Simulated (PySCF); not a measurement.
Bonds (- single, = double, # triple, : aromatic): N1#C2 1.158 Å, C2-C3 1.448 Å, C3-Si4 1.908 Å. C3 carries H5, H6; Si4 carries H7, H8, H9.

Geometry: PBE0-D3(BJ)/def2-SVP; GIAO absolute shieldings from PySCF 2.14, gas phase, non-relativistic, averaged over equivalent atoms.

At PBE0/cc-pVDZ (85 basis functions, 4.5 s wall time on 1 thread of an Arm Neoverse V2, shared host):
| atoms | σ (ppm) |
| --- | --- |
| N1 | -3.6 |
| C2 | 84.6 |
| C3 | 199.0 |
| Si4 | 474.2 |
| H7/H8/H9 | 27.28 |
| H5/H6 | 29.85 |

Q: Predict the values at HF/pcSseg-2 on the same geometry.

A: 
```tsv
atoms	σ at HF/pcSseg-2	change
N1	-40.3	-36.7
C2	62.4	-22.2
C3	196.3	-2.7
Si4	439.7	-34.5
H7/H8/H9	27.77	+0.49
H5/H6	30.23	+0.38
```

The largest change is at N1 (nitrile nitrogen). Cost: 221 basis functions, 11 s wall time on 1 thread of an Arm Neoverse V2, shared host.
